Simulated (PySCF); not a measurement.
Bonding in `O=S1(=O)C=C(F)CC1`

C₄H₅FO₂S.
SMILES with atom numbers: `[O:1]=[S:2]1(=[O:3])[CH:4]=[C:5]([F:6])[CH2:7][CH2:8]1` (hydrogens: H9 on C4; H10, H11 on C7; H12, H13 on C8)

Geometry (GFN2-xTB, Å), atoms numbered from 1 in this order:
```xyz
13
C4H5FO2S angstrom
O     -1.905    0.613    1.333
S     -1.327    0.585    0.021
O     -2.147    0.999   -1.078
C      0.235    1.465    0.043
C      1.201    0.575    0.116
F      2.506    0.871    0.190
C      0.874   -0.889    0.136
C     -0.566   -1.048   -0.314
H      0.306    2.533    0.042
H      1.574   -1.429   -0.506
H      1.013   -1.258    1.157
H     -0.655   -1.205   -1.385
H     -1.111   -1.812    0.227
```

Bond orders from the PBE0/pcSseg-1 density (PySCF). One conformer (not necessarily the lowest) at the GFN2-xTB geometry, without solvent, vibrations or thermal averaging.

**Question.** How far do the computed orders between heavy atoms stray from the drawn ones?

**Answer.** The largest departure is 0.252, at O1–S2 (drawn double, 1.748) and S2–O3 (drawn double, 1.748). Drawn single, order below 0.88: S2–C4 (0.850) and C8–S2 (0.863).

**Question.** Give the Mayer order of every bond, beside its length.

**Answer.** 
| bond | drawn as | length (Å) | Mayer order |
| --- | --- | --- | --- |
| O1–S2 | double | 1.434 | 1.748 |
| S2–O3 | double | 1.433 | 1.748 |
| S2–C4 | single | 1.793 | 0.850 |
| C4–C5 | double | 1.316 | 1.774 |
| C5–F6 | single | 1.340 | 0.967 |
| C5–C7 | single | 1.500 | 1.047 |
| C7–C8 | single | 1.517 | 0.995 |
| C8–S2 | single | 1.833 | 0.863 |
| C4–H9 | single | 1.070 | 0.937 |
| C7–H10 | single | 1.093 | 0.927 |
| C7–H11 | single | 1.094 | 0.915 |
| C8–H12 | single | 1.086 | 0.925 |
| C8–H13 | single | 1.084 | 0.927 |

By pair of heavy elements: O–S: all 2 within 0.02 of one another (1.748 to 1.748). C–S: all 2 within 0.02 of one another (0.850 to 0.863). C–C: lowest C7–C8 (0.995, 1.517 Å), highest C4–C5 (1.774, 1.316 Å).

**Question.** Sum the orders of all bonds at each heavy atom with more than one neighbour and set the sums beside the valence in the SMILES.

**Answer.** S2 5.209 (drawn 6), C4 3.561 (drawn 4), C5 3.788 (drawn 4), C7 3.884 (drawn 4), C8 3.710 (drawn 4). Orders between atoms that aren't bonded are not in these sums.

For a closed shell the Mayer order of atoms A and B is Σ (PS)μν (PS)νμ over the basis functions μ on A and ν on B, with P the density and S the overlap matrix.

These values come from a run that also computed NMR shieldings. On an Intel Xeon at 2.50 GHz with one thread, shared host with 64 logical CPUs at a one-minute load of 61, this took 55 s wall and 0.75 GiB of memory at its peak.
